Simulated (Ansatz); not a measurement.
Ansatz (a first-principles code) input:

Ansatz 0.2 input:
```yaml
crystal:
  periodic: [false, false, false]
  atoms:
    - {symbol: Si, position_ang: [-0.08829905, 0.17211055, 0.19164553]}
    - {symbol: O, position_ang: [1.18070619, -0.18179321, -1.10956291]}
    - {symbol: O, position_ang: [1.00383004, 0.32487820, 1.34474089]}
    - {symbol: O, position_ang: [-0.62869246, 1.47053363, -0.56175859]}
    - {symbol: N, position_ang: [-1.14518536, -1.13061871, 0.31512526]}
    - {symbol: H, position_ang: [2.08552490, -0.27058632, -0.77578971]}
    - {symbol: H, position_ang: [0.84566806, 0.41277206, 2.28112852]}
    - {symbol: H, position_ang: [-1.40387664, 1.98256414, -0.34664543]}
    - {symbol: H, position_ang: [-0.96016114, -1.94731594, 0.87313114]}
    - {symbol: H, position_ang: [-1.94459996, -1.25838888, -0.28256458]}
    - {symbol: H, position_ang: [1.14917788, 0.41404695, -1.87259378]}
basis:
  gaussian:
    orbitals: def2-TZVP
hamiltonian:
  xc: b3lyp
  dispersion: d3bj
total_charge: 1
relax: {f_tol: 0.002, max_steps: 150}
```

Task: Predict the final energy.

Result: -573.61882 Eh (B3LYP-D3(BJ)/def2-TZVP). The basis has 197 functions.

It need not be the lowest isomer of its formula.
